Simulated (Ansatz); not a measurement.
CH4FNOZn, SMILES `[NH2][Zn][O]CF`, relaxed with RKS PBE0-D4/def2-TZVP in Ansatz from a GFN2-xTB geometry. The force threshold is 0.005 eV/Å; the program also tests the step.

The species carries charge 0 and has multiplicity 1.

Start:

```xyz
9

N     1.731    1.402    0.570
Zn    0.303    0.287    0.711
O    -1.423   -0.137    0.511
C    -1.427   -0.923   -0.550
F    -0.069   -1.017   -1.058
H     2.033    1.894    1.397
H     2.555    0.989    0.158
H    -1.700   -1.971   -0.341
H    -2.003   -0.522   -1.398
```

Task: How much energy does the relaxation release, and in how many steps? (Best estimate.)

Result: Computed: 0.20 eV, in 16 steps.

Task: Which bonds change most? (Estimate.)

Result: Ansatz gave: C4–F5 from 1.454 to 1.428 Å; O3–C4 from 1.321 to 1.343 Å; Zn2–O3 from 1.788 to 1.808 Å; N1–Zn2 from 1.817 to 1.812 Å.

Task: Give the relaxed structure. (An estimate is asked.)

Result: Computed: 
```xyz
9

N     1.856    1.517    0.691
Zn    0.299    0.611    0.490
O    -1.374   -0.062    0.368
C    -1.477   -1.003   -0.584
F    -0.218   -1.132   -1.247
H     2.146    1.688    1.644
H     2.644    1.118    0.198
H    -1.688   -2.003   -0.184
H    -2.188   -0.735   -1.376
```
